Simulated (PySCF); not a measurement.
## Magnetic susceptibility: `CC(C)[C@@](C)(F)S(=O)(=O)Cl`, C$_{5}$H$_{10}$ClFO$_{2}$S

Geometry:
```json
{"atom": "C1", "x (Å)": "-1.949", "y (Å)": "-0.590", "z (Å)": "-0.620"}
{"atom": "C2", "x (Å)": "-0.612", "y (Å)": "0.153", "z (Å)": "-0.706"}
{"atom": "C3", "x (Å)": "-0.737", "y (Å)": "1.579", "z (Å)": "-0.181"}
{"atom": "C4", "x (Å)": "0.478", "y (Å)": "-0.620", "z (Å)": "0.020"}
{"atom": "C5", "x (Å)": "0.397", "y (Å)": "-0.800", "z (Å)": "1.508"}
{"atom": "F6", "x (Å)": "0.675", "y (Å)": "-1.822", "z (Å)": "-0.607"}
{"atom": "S7", "x (Å)": "2.083", "y (Å)": "0.261", "z (Å)": "-0.321"}
{"atom": "O8", "x (Å)": "2.300", "y (Å)": "1.312", "z (Å)": "0.623"}
{"atom": "O9", "x (Å)": "2.207", "y (Å)": "0.561", "z (Å)": "-1.710"}
{"atom": "Cl10", "x (Å)": "3.453", "y (Å)": "-1.173", "z (Å)": "0.108"}
{"atom": "H11", "x (Å)": "-1.833", "y (Å)": "-1.625", "z (Å)": "-0.931"}
{"atom": "H12", "x (Å)": "-2.672", "y (Å)": "-0.113", "z (Å)": "-1.274"}
{"atom": "H13", "x (Å)": "-2.340", "y (Å)": "-0.567", "z (Å)": "0.394"}
{"atom": "H14", "x (Å)": "-0.297", "y (Å)": "0.187", "z (Å)": "-1.755"}
{"atom": "H15", "x (Å)": "0.224", "y (Å)": "2.086", "z (Å)": "-0.202"}
{"atom": "H16", "x (Å)": "-1.432", "y (Å)": "2.133", "z (Å)": "-0.806"}
{"atom": "H17", "x (Å)": "-1.116", "y (Å)": "1.586", "z (Å)": "0.838"}
{"atom": "H18", "x (Å)": "-0.548", "y (Å)": "-1.255", "z (Å)": "1.796"}
{"atom": "H19", "x (Å)": "0.506", "y (Å)": "0.168", "z (Å)": "1.990"}
{"atom": "H20", "x (Å)": "1.209", "y (Å)": "-1.449", "z (Å)": "1.834"}
```

Computed, not measured: PySCF 2.14.0, GIAO B3LYP/pcSseg-1 magnetisability, rotational g tensor and spin-rotation constants, non-relativistic, gas phase. Geometry: GFN2-xTB.

What are the magnetisability and the molar susceptibility?

Isotropic -1759 × 10⁻³⁰ J/T², or -105.9 × 10⁻⁶ cm³/mol; principal values -1853, -1736, -1689 × 10⁻³⁰ J/T², anisotropy 147 × 10⁻³⁰ J/T² (root of half the summed squared differences of the principal values). The susceptibility is in cgs units.

Split it along the inertial axes a, b, c into diamagnetic and paramagnetic parts about the centre of mass, with the quadrupole moment.


```tsv
axis	χ (10⁻⁶ cm³/mol)	diamagnetic (10⁻⁶ cm³/mol)	paramagnetic (10⁻⁶ cm³/mol)	summed x² of all electrons (Å²)	quadrupole Θ (D Å)
a	-106.2	-864.5	758.3	302.6	+7.36
b	-108.0	-1623.1	1515.1	123.8	-5.19
c	-103.6	-1809.0	1705.4	80.0	-2.17
```
Anisotropies 2χaa − χbb − χcc = -0.7 and 2χbb − χaa − χcc = -6.3 × 10⁻⁶ cm³/mol. Θ is traceless in Buckingham's convention.

And the rotational g tensor?


```csv
axis,rotational constant (GHz),g,nuclear part,electronic part
a,1.6304,-0.0236,0.5572,-0.5808
b,0.7974,-0.0081,0.5595,-0.5676
c,0.6998,-0.0091,0.5515,-0.5607
```
Asymmetric top; isotopes 12C, 35Cl, 19F, 1H, 16O, 32S; no vibrational averaging.
